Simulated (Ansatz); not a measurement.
Process, species as SMILES: [Si](Cl)Cl (closed-shell singlet) → 2 Cl atom + Si atom
B3LYP-D3(BJ)/def2-TZVP geometries, fixed; electronic energies without zero-point terms.
Largest species:
```
Si
Cl 1 2.0938
Cl 1 2.0938 2 101.66
```
Charge 0, spin multiplicity 1.

Basis-set convergence of the atomisation energy at B3LYP with Ansatz (a program for electronic structure). All functions are spherical. The program fits the integrals of some runs and decomposes those of others, by size. Open shells are unrestricted. No added dispersion term, no relativity. Functions are those of the species that has most. Reference: the value in aug-cc-pV(5+d)Z, 200.37 kcal/mol, itself unsure by roughly 0.03 kcal/mol (its mean distance from pcseg-4, aug-pcseg-3, aug-cc-pV(Q+d)Z). Deviations are taken from unrounded values. Cost is core time over that of jun-cc-pV(T+d)Z, rough, on shared machines of one kind; a dash marks a row that isn't timed (too short, read off another run, short of memory, by another algorithm or on other hardware).

| basis | functions | cost |
|---|---|---|
| cc-pV(D+d)Z | 69 | - |
| aug-cc-pV(D+d)Z | 96 | 0.7× |
| cc-pV(T+d)Z | 117 | - |
| jun-cc-pV(T+d)Z | 144 | 1× |
| aug-cc-pV(T+d)Z | 165 | 0.9× |
| cc-pV(Q+d)Z | 192 | 1× |
| aug-cc-pV(Q+d)Z | 267 | 2× |
| cc-pV(5+d)Z | 300 | 2× |
| aug-cc-pV(5+d)Z | 408 | 10× |

Question: Which is the smallest correlation-consistent set listed that can be trusted to 2 kcal/mol here, that is, within that of the reference together with its larger relatives (same family, alike in diffuse functions; a set with none to test it counts only in the reference's own line)?

Answer: The smallest set listed that lies within 2 kcal/mol of the reference with all its larger relatives (same family, alike in diffuse functions; a set with none counts only in the reference's own line) is cc-pV(T+d)Z (117 functions, -0.30 kcal/mol off). Value minus reference: cc-pV(D+d)Z -4.19, aug-cc-pV(D+d)Z -3.64, cc-pV(T+d)Z -0.30, jun-cc-pV(T+d)Z -0.47, aug-cc-pV(T+d)Z -0.42, cc-pV(Q+d)Z -0.03, aug-cc-pV(Q+d)Z 0.03, cc-pV(5+d)Z -0.03, aug-cc-pV(5+d)Z 0.00 kcal/mol.
